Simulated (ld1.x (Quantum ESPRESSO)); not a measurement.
**Mg: TM semilocal pseudisation with LDA (PZ), scalar-relativistic reference atom.**

ld1.x (Quantum ESPRESSO) 7.5 was run on this input:

```
&input
   title='Mg', zed=12., rel=1, dft='PZ', iswitch=3,
   config='[Ne] 3s0 3p0 3d-2',
   nld=3, rlderiv=1.25, eminld=-9.0, emaxld=5.0, deld=0.04
 /
 &inputp
   pseudotype=1, tm=.true., lloc=0,
   nlcc=.true.,
   file_pseudopw='Mg.pp', file_wfcaegen='ae.wfc', file_wfcncgen='nc.wfc'
 /
3
2P  2  1   6.00   0.00  1.10  1.10  0.0
3D  3  2  -2.00   0.30  1.15  1.15  0.0
2S  1  0   2.00   0.00  0.85  0.85  0.0
 &test
   configts(1)='2s2 2p6 3s0 3p0'
 /
```

Command:

```bash
ld1.x < Mg.in > Mg.out
```

Output (shortened: banner, matrices, multipoles, cross overlaps and the repeated all-electron block are left out):

```
Program LD1 v.7.5
     --------------------------- All-electron run ----------------------------

     Mg
     scalar relativistic calculation

     atomic number is 12.00
     dft =PZ   lsd =0 sic =0 latt =0  beta=0.20 tr2=1.0E-14
     Exchange-correlation= PZ
                           (   1   1   0   0   0   0   0)
     mesh =1129 r(mesh) = 100.99726 a.u. xmin = -7.00 dx = 0.01250
     1 Ry =  13.60569312 eV, c = 137.03599908

     n l     nl                  e(Ry)          e(Ha)          e(eV)
     1 0     1S 1( 2.00)       -93.6360       -46.8180     -1273.9824
     2 0     2S 1( 2.00)        -7.3094        -3.6547       -99.4488
     2 1     2P 1( 6.00)        -4.9119        -2.4560       -66.8299
     3 0     3S 1( 0.00)        -1.3177        -0.6588       -17.9278
     3 1     3P 1( 0.00)        -0.9264        -0.4632       -12.6048

     final scf error:  3.4E-15 reached in  26 iterations

     Etot =    -397.207687 Ry,    -198.603844 Ha,   -5404.285897 eV

     Ekin =     397.261751 Ry,     198.630876 Ha,    5405.021476 eV
     Encl =    -939.826839 Ry,    -469.913420 Ha,  -12786.995562 eV
     Eh   =     175.533245 Ry,      87.766623 Ha,    2388.251469 eV
     Exc  =     -30.175845 Ry,     -15.087922 Ha,    -410.563280 eV

     normalization and overlap integrals

     s(1S/1S) =  1.000000  <r> =   0.1311  <r2> =    0.0232  r(max) =   0.0854
     s(2S/2S) =  1.000000  <r> =   0.6981  <r2> =    0.5864  r(max) =   0.5502
     s(2P/2P) =  1.000000  <r> =   0.6840  <r2> =    0.5987  r(max) =   0.4736
     s(3S/3S) =  1.000000  <r> =   2.4763  <r2> =    7.0576  r(max) =   2.1225
     s(3P/3P) =  1.000000  <r> =   2.9537  <r2> =   10.1576  r(max) =   2.4970

     ------------------------ End of All-electron run ------------------------

     --------------------- Generating NC pseudopotential ---------------------

      Generating local pot.: lloc=0, matching radius rcloc =   0.8500

      Computing core charge for nlcc:

       r > 0.19 : true rho core
       r < 0.19 : rho core = a sin(br)/r    a=  47.25  b=  13.07

      Integrated core pseudo-charge :   1.10

      Wfc   2P  rcut= 1.094  Using Troullier-Martins method

      Wfc   3D  rcut= 1.150  Using Troullier-Martins method

     ------------------- End of pseudopotential generation -------------------

     Computing logarithmic derivative in   1.24778
     Computing logarithmic derivative in   1.24778
     Computing the partial wave expansion
       no projector for channel:   0
     R is outside the sphere for l=    1 j= 0.00
     R is outside the sphere for l=    2 j= 0.00

     ---------------------- Testing the pseudopotential ----------------------

     Mg
     scalar relativistic calculation

     atomic number is 12.00   valence charge is 10.00
     dft =PZ   lsd =0 sic =0 latt =0  beta=0.20 tr2=1.0E-14
     mesh =1129 r(mesh) = 100.99726 xmin = -7.00 dx = 0.01250

     n l     nl             e AE (Ry)        e PS (Ry)    De AE-PS (Ry)
     1 0     2S   1( 2.00)       -7.30935       -7.30941        0.00006
     2 1     2P   1( 6.00)       -4.91191       -4.91192        0.00001
     2 0     3S   1( 0.00)       -1.31767       -1.32789        0.01023  !
     3 1     3P   1( 0.00)       -0.92643       -0.90995       -0.01648  !

     eps = 7.2E-15  iter = 11

     Etot =    -397.207687 Ry,    -198.603844 Ha,   -5404.285897 eV
     Etotps =  -127.087951 Ry,     -63.543975 Ha,   -1729.119654 eV

     Ekin =      84.652130 Ry,      42.326065 Ha,    1151.750904 eV
     Encl =    -237.286651 Ry,    -118.643325 Ha,   -3228.449351 eV
     Ehrt =      83.346278 Ry,      41.673139 Ha,    1133.983877 eV
     Ecxc =     -20.493179 Ry,     -10.246590 Ha,    -278.823909 eV
     (Ecc =      -4.242832 Ry,      -2.121416 Ha,     -57.726667 eV)
     Epseu=     -37.306528 Ry,     -18.653264 Ha,    -507.581176 eV

     ---------------------- End of pseudopotential test ----------------------
```

Generation and configuration tests took about 2.3 s on one core of a shared server CPU.

Transferability test of the new file with ld1.x, input:

```
&input
   title='Mg', zed=12., rel=1, dft='PZ', iswitch=2,
   config='[Ne] 3s0 3p0 3d-2'
 /
 &test
   file_pseudo='Mg.pp', nconf=10,
   configts(1)='2s2 2p6 3s0 3p0',
   configts(2)='2s2 2p6 3s2 3p0',
   configts(3)='2s2 2p6 3s1 3p0',
   configts(4)='2s2 2p6 3s1.5 3p0',
   configts(5)='2s2 2p6 3s0 3p1',
   configts(6)='2s2 2p6 3s0 3p2',
   configts(7)='2s2 2p5 3s2 3p0',
   configts(8)='2s2 2p6 3s1 3p1',
   configts(9)='2s2 2p6 3s1 3p0', lsdts(9)=1,
   configts(10)='2s2 2p6 3s1.5 3p0', lsdts(10)=1
 /
```

```bash
ld1.x < Mg.test.in > Mg.test.out
```

Pseudopotential blocks of its output, shortened (energy terms left out):

```
     ---------------------- Testing the pseudopotential ----------------------

     n l     nl             e AE (Ry)        e PS (Ry)    De AE-PS (Ry)
     1 0     2S   1( 2.00)       -7.30935       -7.30941        0.00006
     2 1     2P   1( 6.00)       -4.91191       -4.91192        0.00001
     2 0     3S   1( 0.00)       -1.31767       -1.32789        0.01023  !
     3 1     3P   1( 0.00)       -0.92643       -0.90995       -0.01648  !

     eps = 1.5E-15  iter = 14

     Etot =    -397.207687 Ry,    -198.603844 Ha,   -5404.285897 eV
     Etotps =  -127.087949 Ry,     -63.543975 Ha,   -1729.119634 eV

     ---------------------- End of pseudopotential test ----------------------

          ---------------------- Testing the pseudopotential ----------------------

     n l     nl             e AE (Ry)        e PS (Ry)    De AE-PS (Ry)
     1 0     2S   1( 2.00)       -5.82729       -5.81357       -0.01373  !
     2 1     2P   1( 6.00)       -3.43345       -3.42031       -0.01315  !
     2 0     3S   1( 2.00)       -0.35187       -0.35311        0.00124
     3 1     3P   1( 0.00)       -0.10122       -0.09543       -0.00578  !

     eps = 7.5E-15  iter = 15

     Etot =    -398.907132 Ry,    -199.453566 Ha,   -5427.408021 eV
     Etotps =  -128.796369 Ry,     -64.398185 Ha,   -1752.363873 eV
     dEtot_ae =      -1.699445 Ry
     dEtot_ps =      -1.708420 Ry,   Delta E=       0.008975 Ry

     ---------------------- End of pseudopotential test ----------------------

          ---------------------- Testing the pseudopotential ----------------------

     n l     nl             e AE (Ry)        e PS (Ry)    De AE-PS (Ry)
     1 0     2S   1( 2.00)       -6.49720       -6.48835       -0.00885  !
     2 1     2P   1( 6.00)       -4.10233       -4.09381       -0.00852  !
     2 0     3S   1( 1.00)       -0.84725       -0.85132        0.00408
     3 1     3P   1( 0.00)       -0.52653       -0.51619       -0.01035  !

     eps = 5.2E-15  iter = 13

     Etot =    -398.313724 Ry,    -199.156862 Ha,   -5419.334302 eV
     Etotps =  -128.200418 Ry,     -64.100209 Ha,   -1744.255550 eV
     dEtot_ae =      -1.106037 Ry
     dEtot_ps =      -1.112469 Ry,   Delta E=       0.006432 Ry

     ---------------------- End of pseudopotential test ----------------------

          ---------------------- Testing the pseudopotential ----------------------

     n l     nl             e AE (Ry)        e PS (Ry)    De AE-PS (Ry)
     1 0     2S   1( 2.00)       -6.14201       -6.13031       -0.01170  !
     2 1     2P   1( 6.00)       -3.74777       -3.73655       -0.01122  !
     2 0     3S   1( 1.50)       -0.59033       -0.59280        0.00246
     3 1     3P   1( 0.00)       -0.30245       -0.29438       -0.00808  !

     eps = 1.1E-15  iter = 17

     Etot =    -398.672518 Ry,    -199.336259 Ha,   -5424.215932 eV
     Etotps =  -128.560837 Ry,     -64.280418 Ha,   -1749.159291 eV
     dEtot_ae =      -1.464831 Ry
     dEtot_ps =      -1.472888 Ry,   Delta E=       0.008057 Ry

     ---------------------- End of pseudopotential test ----------------------

          ---------------------- Testing the pseudopotential ----------------------

     n l     nl             e AE (Ry)        e PS (Ry)    De AE-PS (Ry)
     1 0     2S   1( 2.00)       -6.62890       -6.64251        0.01361  !
     2 1     2P   1( 6.00)       -4.23227       -4.24659        0.01432  !
     2 0     3S   1( 0.00)       -0.90437       -0.91609        0.01173  !
     3 1     3P   1( 1.00)       -0.57899       -0.57399       -0.00500

     eps = 5.3E-15  iter = 13

     Etot =    -397.990967 Ry,    -198.995484 Ha,   -5414.942965 eV
     Etotps =  -127.862177 Ry,     -63.931089 Ha,   -1739.653544 eV
     dEtot_ae =      -0.783280 Ry
     dEtot_ps =      -0.774228 Ry,   Delta E=      -0.009052 Ry

     ---------------------- End of pseudopotential test ----------------------

          ---------------------- Testing the pseudopotential ----------------------

     n l     nl             e AE (Ry)        e PS (Ry)    De AE-PS (Ry)
     1 0     2S   1( 2.00)       -6.11320       -6.13286        0.01966  !
     2 1     2P   1( 6.00)       -3.71672       -3.73741        0.02069  !
     2 0     3S   1( 0.00)       -0.48104       -0.49397        0.01293  !
     3 1     3P   1( 2.00)       -0.19845       -0.19783       -0.00063

     eps = 8.2E-15  iter = 17

     Etot =    -398.372835 Ry,    -199.186417 Ha,   -5420.138541 eV
     Etotps =  -128.241520 Ry,     -64.120760 Ha,   -1744.814761 eV
     dEtot_ae =      -1.165148 Ry
     dEtot_ps =      -1.153571 Ry,   Delta E=      -0.011577 Ry

     ---------------------- End of pseudopotential test ----------------------

          ---------------------- Testing the pseudopotential ----------------------

     n l     nl             e AE (Ry)        e PS (Ry)    De AE-PS (Ry)
     1 0     2S   1( 2.00)       -7.60461       -7.58995       -0.01466  !
     2 1     2P   1( 5.00)       -5.24198       -5.19517       -0.04681  !
     2 0     3S   1( 2.00)       -1.05090       -1.05748        0.00659  !
     3 1     3P   1( 0.00)       -0.66772       -0.64134       -0.02638  !

     eps = 2.6E-16  iter = 14

     Etot =    -394.596784 Ry,    -197.298392 Ha,   -5368.762751 eV
     Etotps =  -124.512819 Ry,     -62.256410 Ha,   -1694.083209 eV
     dEtot_ae =       2.610903 Ry
     dEtot_ps =       2.575130 Ry,   Delta E=       0.035773 Ry

     ---------------------- End of pseudopotential test ----------------------

          ---------------------- Testing the pseudopotential ----------------------

     n l     nl             e AE (Ry)        e PS (Ry)    De AE-PS (Ry)
     1 0     2S   1( 2.00)       -5.97892       -5.98112        0.00219
     2 1     2P   1( 6.00)       -3.58389       -3.58685        0.00296
     2 0     3S   1( 1.00)       -0.42407       -0.43164        0.00756  !
     3 1     3P   1( 1.00)       -0.15650       -0.15376       -0.00274

     eps = 3.0E-15  iter = 26

     Etot =    -398.648189 Ry,    -199.324095 Ha,   -5423.884925 eV
     Etotps =  -128.528834 Ry,     -64.264417 Ha,   -1748.723873 eV
     dEtot_ae =      -1.440502 Ry
     dEtot_ps =      -1.440885 Ry,   Delta E=       0.000383 Ry

     ---------------------- End of pseudopotential test ----------------------

          ---------------------- Testing the pseudopotential ----------------------

     n l     nl             e AE (Ry)        e PS (Ry)    De AE-PS (Ry)
     1 0     2S   1( 1.00)       -6.49524       -6.48643       -0.00881  !
     2 1     2P   1( 3.00)       -4.10098       -4.09284       -0.00814  !
     2 0     3S   1( 1.00)       -0.88168       -0.88580        0.00412
     3 1     3P   1( 0.00)       -0.55459       -0.54382       -0.01077  !
     1 0     2S   2( 1.00)       -6.48586       -6.47698       -0.00888  !
     2 1     2P   2( 3.00)       -4.08999       -4.08122       -0.00877  !
     2 0     3S   2( 0.00)       -0.76552       -0.76996        0.00444
     3 1     3P   2( 0.00)       -0.45424       -0.44486       -0.00937  !

     eps = 6.8E-15  iter = 13

     Etot =    -398.337281 Ry,    -199.168641 Ha,   -5419.654805 eV
     Etotps =  -128.223969 Ry,     -64.111985 Ha,   -1744.575975 eV
     dEtot_ae =      -1.129594 Ry
     dEtot_ps =      -1.136020 Ry,   Delta E=       0.006426 Ry

     ---------------------- End of pseudopotential test ----------------------

          ---------------------- Testing the pseudopotential ----------------------

     n l     nl             e AE (Ry)        e PS (Ry)    De AE-PS (Ry)
     1 0     2S   1( 1.00)       -6.14271       -6.13101       -0.01170  !
     2 1     2P   1( 3.00)       -3.74875       -3.73767       -0.01108  !
     2 0     3S   1( 1.00)       -0.60535       -0.60784        0.00248
     3 1     3P   1( 0.00)       -0.31381       -0.30549       -0.00832  !
     1 0     2S   2( 1.00)       -6.13860       -6.12688       -0.01172  !
     2 1     2P   2( 3.00)       -3.74403       -3.73268       -0.01135  !
     2 0     3S   2( 0.50)       -0.57154       -0.57399        0.00245
     3 1     3P   2( 0.00)       -0.28823       -0.28047       -0.00776  !

     eps = 1.1E-15  iter = 17

     Etot =    -398.676710 Ry,    -199.338355 Ha,   -5424.272971 eV
     Etotps =  -128.565033 Ry,     -64.282517 Ha,   -1749.216387 eV
     dEtot_ae =      -1.469023 Ry
     dEtot_ps =      -1.477084 Ry,   Delta E=       0.008061 Ry

     ---------------------- End of pseudopotential test ----------------------
```
